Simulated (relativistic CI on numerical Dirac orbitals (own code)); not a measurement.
Fe³⁺ in a cubic cluster: L2,3 absorption with charge transfer

Computed with a charge-transfer multiplet model of a cubic metal-ligand cluster with up to 2 ligand holes, Slater and spin-orbit integrals from Dirac-Coulomb-Breit ions, Slater integrals scaled by 0.7. The parameters are those of a tetrahedral site (10Dq negative, t2 hopping the larger). The ground state mixes d5 with configurations of k ligand holes L, whose averages lie at kΔ + k(k − 1)U_dd/2; a core hole lowers each added d electron by U_cd. 300 K, Lorentzian 0.4 eV and Gaussian 0.3 eV FWHM.

Atomic integrals in eV (Slater integrals scaled, ζ unscaled), ground: F2dd 8.389, F4dd 5.243, zeta_d 0.056; with the core hole: F2dd 8.932, F4dd 5.587, zeta_d 0.075, zeta_core 8.130, F2cd 5.236, G1cd 3.950, G3cd 2.245.

Cluster parameters (eV): Δ = 5, U_dd = 5.3, U_cd = 6.6, 10Dq = -0.45, 10Dq(ligand) = 0, final-state hopping factor = 1.

| Case | n_d | d5 | d6L | d7L2 | S |
| --- | --- | --- | --- | --- | --- |
| V(eg) = 0.58 eV, V(t2g) = -0.98 eV | 5.06 | 0.94 | 0.06 | 0.00 | 2.50 |
| V(eg) = 1.18 eV, V(t2g) = -2 eV | 5.20 | 0.81 | 0.19 | 0.01 | 2.50 |
| V(eg) = 1.48 eV, V(t2g) = -2.51 eV | 5.28 | 0.74 | 0.24 | 0.02 | 2.50 |

Weights, n_d and S are thermal averages at 300 K. Photon energies count from the first peak over 30 % of the highest in each spectrum, which can be another peak from case to case. The parameters are a model scan and need not match a compound or its usual spin state. Peaks in eV (height, largest 100):
- V(eg) = 0.58 eV, V(t2g) = -0.98 eV: 0.0 (100), 1.1 (41), 3.4 (10), 12.3 (18), 13.9 (27)
- V(eg) = 1.18 eV, V(t2g) = -2 eV: -1.7 (11), 0.0 (100), 0.9 (43), 3.0 (11), 11.7 (11), 12.4 (16), 13.9 (25)
- V(eg) = 1.48 eV, V(t2g) = -2.51 eV: -1.7 (13), 0.0 (100), 0.9 (44), 2.2 (10), 2.9 (11), 11.6 (12), 12.5 (15), 13.5 (20), 14.0 (22)

Curve for V(eg) = 0.58 eV, V(t2g) = -0.98 eV (points under 2 left out, the grid thinned):

| E (eV) | Intensity |
| --- | --- |
| -2.3 | 2.2 |
| -2.0 | 3.8 |
| -1.7 | 6.7 |
| -1.4 | 7.9 |
| -1.1 | 11.7 |
| -0.8 | 22.4 |
| -0.5 | 42.0 |
| -0.2 | 86.2 |
| 0.1 | 94.6 |
| 0.4 | 52.3 |
| 0.7 | 30.0 |
| 0.9 | 33.1 |
| 1.2 | 40.6 |
| 1.5 | 24.3 |
| 1.8 | 12.0 |
| 2.1 | 6.9 |
| 2.4 | 5.4 |
| 2.7 | 6.3 |
| 3.0 | 7.3 |
| 3.3 | 9.3 |
| 3.6 | 9.2 |
| 3.9 | 8.5 |
| 4.2 | 6.2 |
| 4.5 | 4.0 |
| 4.8 | 3.1 |
| 5.1 | 3.1 |
| 5.4 | 2.7 |
| 5.7 | 2.5 |
| 6.0 | 2.2 |
| 11.2 | 2.5 |
| 11.5 | 6.3 |
| 11.8 | 12.0 |
| 12.1 | 14.6 |
| 12.4 | 17.7 |
| 12.6 | 12.7 |
| 12.9 | 8.4 |
| 13.2 | 10.2 |
| 13.5 | 19.6 |
| 13.8 | 26.5 |
| 14.1 | 24.5 |
| 14.4 | 10.6 |
| 14.7 | 4.5 |
| 15.0 | 2.9 |
| 15.3 | 2.5 |
| 15.6 | 2.1 |

For the case V(eg) = 1.18 eV, V(t2g) = -2 eV, Δ = 5 eV is smaller than U_dd = 5.3 eV, the charge-transfer side of the Zaanen-Sawatzky-Allen scheme. With the core hole the configuration with one ligand hole lies at Δ + U_dd − U_cd = 3.7 eV above the one without, against Δ in the ground state. The added d electron screens the hole, so the order of the configurations is kept and charge-transfer satellites are weaker than in photoemission.
